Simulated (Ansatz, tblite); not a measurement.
Cost and result up the ladder for the cluster Be3Se2 (5 atoms). The state is a singlet with charge 0. Geometry: r2SCAN-D4/def2-SVP.

| atom | x (Å) | y (Å) | z (Å) |
| --- | --- | --- | --- |
| Be1 | -0.789 | 0.445 | -0.049 |
| Be2 | 1.132 | -0.364 | -0.945 |
| Be3 | 0.804 | -0.726 | 1.065 |
| Se4 | -0.247 | 0.684 | -2.038 |
| Se5 | -0.900 | -0.037 | 1.967 |

Ansatz on 4 threads of Arm Neoverse V1 on a shared host; xTB runs through tblite on one thread. Times are rough, summed over both states, and most runs start from the orbitals of an earlier one. RPA@PBE/def2-TZVP serves as the yardstick here, not as an exact answer. Differences are given only for rows in sets of like size (and for xTB, whose basis is part of the method), since another set adds its own error. The other state is a quintet at its own geometry, which has other bonds, so the gap mixes isomer and spin.

The 6-31G sets use Cartesian d functions. The xTB rows come from tblite. LC-ωPBE has ω = 0.4 bohr⁻¹. B3LYP takes the VWN-RPA correlation. HSE06 is defined as in plane-wave codes, on full-range PBE exchange. Correlated methods freeze 18 core orbitals; core or outer-core shells of Se are correlated, in sets that lack core-valence functions. At PBE0-D4/def2-TZVP a singlet of charge 0 lies 4.79 eV below the quintet, each at its own geometry. The structure comes from a short search, and lower isomers may exist.

Correlated methods converge slowly with the basis.

xTB has no spin-polarisation term.

```json
{"level": "GFN1-xTB", "functions": "30", "wall time": "0.006 s", "quintet − singlet (eV)": "6.07", "difference from RPA@PBE/def2-TZVP (eV)": "1.40"}
{"level": "GFN2-xTB", "functions": "30", "wall time": "0.04 s", "quintet − singlet (eV)": "6.62", "difference from RPA@PBE/def2-TZVP (eV)": "1.95"}
{"level": "HF/6-31G", "functions": "85", "wall time": "2.2 s", "quintet − singlet (eV)": "4.22", "difference from RPA@PBE/def2-TZVP (eV)": "–"}
{"level": "B3LYP-D4/6-31G", "functions": "85", "wall time": "3.6 s", "quintet − singlet (eV)": "4.95", "difference from RPA@PBE/def2-TZVP (eV)": "–"}
{"level": "PBE-D4/def2-TZVP", "functions": "153", "wall time": "4.9 s", "quintet − singlet (eV)": "4.50", "difference from RPA@PBE/def2-TZVP (eV)": "-0.17"}
{"level": "BLYP-D4/def2-TZVP", "functions": "153", "wall time": "5.4 s", "quintet − singlet (eV)": "4.69", "difference from RPA@PBE/def2-TZVP (eV)": "0.02"}
{"level": "MP2/def2-TZVP", "functions": "153", "wall time": "6.7 s", "quintet − singlet (eV)": "5.42", "difference from RPA@PBE/def2-TZVP (eV)": "0.75"}
{"level": "B3LYP-D4/def2-TZVP", "functions": "153", "wall time": "8.6 s", "quintet − singlet (eV)": "4.95", "difference from RPA@PBE/def2-TZVP (eV)": "0.28"}
{"level": "RPA@PBE/def2-TZVP", "functions": "153", "wall time": "8.6 s", "quintet − singlet (eV)": "4.67", "difference from RPA@PBE/def2-TZVP (eV)": "0.00"}
{"level": "HSE06-D4/def2-TZVP", "functions": "153", "wall time": "9.2 s", "quintet − singlet (eV)": "4.77", "difference from RPA@PBE/def2-TZVP (eV)": "0.10"}
{"level": "PBE0-D4/def2-TZVP", "functions": "153", "wall time": "9.6 s", "quintet − singlet (eV)": "4.79", "difference from RPA@PBE/def2-TZVP (eV)": "0.12"}
{"level": "r2SCAN-D4/def2-TZVP (with forces)", "functions": "153", "wall time": "14 s", "quintet − singlet (eV)": "4.48", "difference from RPA@PBE/def2-TZVP (eV)": "-0.19"}
{"level": "LC-ωPBE/def2-TZVP", "functions": "153", "wall time": "14 s", "quintet − singlet (eV)": "5.15", "difference from RPA@PBE/def2-TZVP (eV)": "0.48"}
```
